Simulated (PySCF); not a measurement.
**Zn: interval between two levels**

Zn [Ar] 3d10 4s2 → Zn [Ar] 3d10 4s1 4p1 [3P2, M_J = 2], as a difference of total energies. All numbers are calculated (PySCF 2.14, the two-component X2C-1e Hamiltonian, in x2c-TZVPall-2c with one added diffuse shell each of s, p, d type (7s8p5d1f, 63 functions)). Correlated levels: [Ne] frozen; the 6 highest virtual spinors dropped. "Screened" scales the spin-orbit matrix elements by Boettger's factors to mimic the two-electron term; Breit and QED terms are absent.

| method | interval between two levels (cm⁻¹) | error (cm⁻¹) |
| --- | --- | --- |
| GHF (spin-free) | 22323 | -10567 |
| GMP2 (spin-free) | 30261 | -2629 |
| GHF (screened spin-orbit) | 22504 | -10386 |
| GMP2 (screened spin-orbit) | 30466 | -2425 |

Reference: 32890 cm⁻¹ (measured; NIST Handbook of Basic Atomic Spectroscopic Data (Sansonetti and Martin, J. Phys. Chem. Ref. Data 34, 1559 (2005))).

Errors of the correlated levels include the incompleteness of this basis and the frozen core.

The labels give the starting determinants; with spin-orbit coupling the two ends relaxed to ⟨J²⟩ = 0.00, ⟨L²⟩ = 0.00, ⟨S²⟩ = 0.00 and ⟨J²⟩ = 6.01, ⟨L²⟩ = 2.01, ⟨S²⟩ = 2.00.
